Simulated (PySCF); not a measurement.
H9NSi3, SMILES [SiH3]N([SiH3])[SiH3].

Geometry optimised at PBE-D3(BJ)/def2-SVP. A frequency run showed that this geometry is not a minimum.

Computed with PySCF with PBE-D3(BJ)/def2-SVP.

Frequencies are harmonic and unscaled.

Modes within 1.5 cm⁻¹ of each other (mostly degenerate sets) share a row, with their intensities summed.

| mode | ν (cm⁻¹) | IR (km/mol) | moving atoms (share of kinetic energy) |
|---|---|---|---|
| 1 | 52i | 0.0 | H 100 % |
| 2–3 | 57 | 0.1 | H 92 % |
| 4 | 168 | 0.7 | N 65 %, H 28 % |
| 5–6 | 205 | 1.0 | Si 67 %, H 25 % |
| 7 | 476 | 0.4 | Si 87 %, H 12 % |
| 8 | 629 | 0.0 | H 89 %, Si 11 % |
| 9–10 | 658 | 4.6 | H 85 %, Si 14 % |
| 11–12 | 674 | 0.2 | H 80 %, Si 17 % |
| 13 | 713 | 100.4 | H 72 %, N 20 % |
| 14–15 | 884 | 190.6 | H 95 % |
| 16 | 895 | 131.3 | H 95 % |
| 17–18 | 908 | 876.7 | H 78 %, Si 12 %, N 9 % |
| 19 | 924 | 0.0 | H 97 % |
| 20–21 | 932 | 266.4 | H 96 % |
| 22–23 | 960 | 158.6 | N 65 %, H 27 % |
| 24 | 978 | 9.2 | H 90 %, Si 10 % |
| 25–26 | 2141 | 121.3 | H 97 % |
| 27 | 2150 | 296.3 | H 96 % |
| 28–29 | 2163 | 61.9 | H 98 % |
| 30 | 2171 | 0.0 | H 96 % |
| 31 | 2174 | 58.0 | H 98 % |
| 32–33 | 2180 | 341.1 | H 96 % |
